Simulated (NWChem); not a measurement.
Molecule: HSeSI; SMILES S[Se]I

```xyz
4

Se     0.7296    -1.0128     0.0059
I     -0.1124     1.4017     0.0095
S     -1.0663    -2.2427     0.0557
H     -1.2931    -2.3071    -1.2796
```
Atoms are numbered in this order, from 1.

Program: NWChem. The geometry was optimised at PBE0/def2-SVP. def2 effective core potentials on I; no spin-orbit coupling. Level: PBE0/def2-SVPD; rows give the wavelength of the field.

For field static:

- anisotropy (bohr³) = 56.8

Estimate the same quantities for field 1065 nm.


| Quantity | Value |
|---|---|
| anisotropy (bohr³) | 59.1 |
